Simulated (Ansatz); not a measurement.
## A basis-limit estimate, worked out

An elementary step of SiNH$_{9}$O$_{2}$, closed shell (SiNH₅ ([NH2][SiH3]) + H₂O + H₂O → SiH₄O ([OH][SiH3]) + H₂O + NH₃ (still joined by a long Si–N bond); bonds formed: Si1–O7, N2–H8, H6–O9; bonds broken: H6–O7, H8–O9; bonds weakened to dative contacts: Si1–N2). “Start” is the structure reached by relaxing down from the saddle towards the reactants; PBE0-D4/def2-TZVP structures. The saddle:

```tsv
atom	x (Å)	y (Å)	z (Å)
Si1	0.5888	0.8687	0.8110
N2	0.5528	-0.9445	0.3930
H3	1.5471	1.7657	0.0989
H4	-0.6360	1.3232	1.5159
H5	1.4650	0.6259	2.0389
H6	-1.0257	0.0894	-1.1462
O7	-0.5018	1.0829	-0.8403
H8	-0.4348	-1.2137	-0.3173
O9	-1.3159	-1.1196	-1.1988
H10	1.3756	-1.1906	-0.1504
H11	0.6163	-1.4822	1.2507
H12	-0.0250	1.4838	-1.5695
H13	-2.2065	-1.2890	-0.8858
```

Computed with Ansatz 0.2.0 (basis: def2-TZVPP and def2-QZVPP); correlated methods freeze the cores.

Energies in eV:

| quantity | saddle | start |
| --- | --- | --- |
| Hartree–Fock, triple zeta (X = 3) | -13562.81563 | -13564.53375 |
| Hartree–Fock, quadruple zeta (X = 4) | -13563.33601 | -13565.06962 |
| MP2 correlation, X = 3 | -24.95698 | -24.14684 |
| MP2 correlation, X = 4 | -26.82110 | -26.00961 |
| CCSD(T) correlation, X = 3 | -26.76346 | -26.04112 |

(1) Work out the barrier at the basis limit: extrapolate Hartree–Fock as E(X) = E∞ + A exp(−7.88 √X) and the MP2 correlation as E(X) = E∞ + B X^−2.97 (the exponents that Neese and Valeev fitted for def2-TZVPP and QZVPP), then add CCSD(T) − MP2 in triple zeta.

No T1 diagnostic of these runs exceeds 0.011.

Results:

(1) Each step is linear, so take the differences first (saddle − start): Hartree–Fock 1.71812 (X = 3) and 1.73361 (X = 4); MP2 correlation -0.81014 and -0.81149; CCSD(T) correlation -0.72234.
Two points give E∞ = E(4) + w [E(4) − E(3)], with w = 1/(exp(7.88 (2 − √3)) − 1) = 0.1377 for Hartree–Fock and w = 1/((4/3)^2.97 − 1) = 0.7407 for the correlation.
Hartree–Fock: 1.73361 + 0.1377 × 0.01549 = 1.7357 eV.
MP2 correlation: -0.81149 + 0.7407 × (-0.00135) = -0.8125 eV.
CCSD(T) − MP2: -0.72234 − (-0.81014) = 0.0878 eV.
Sum: 1.7357 + (-0.8125) + 0.0878 = 1.0110 eV, or 23.31 kcal/mol. Plain CCSD(T) in triple zeta gives 0.9958 eV, so the larger basis shifts the result by 0.0152 eV.

The step is the kind of ligand exchange by which a precursor binds to a hydroxyl group, or is hydrolysed, in atomic layer deposition of oxides.

Labels in which every atom is bracketed show which atoms are joined, not bond orders.

For scale, one of the runs: CCSD(T)/def2-TZVPP, 261 basis functions, launched by `ansatz run in.yaml --threads 8 --pin off --events-out ev --progress --plain --max-ram 19148MiB`. Hardware: 8 CPU threads of an Intel Xeon, shared host. Wall time 110 s; peak host memory 6.4 GiB.
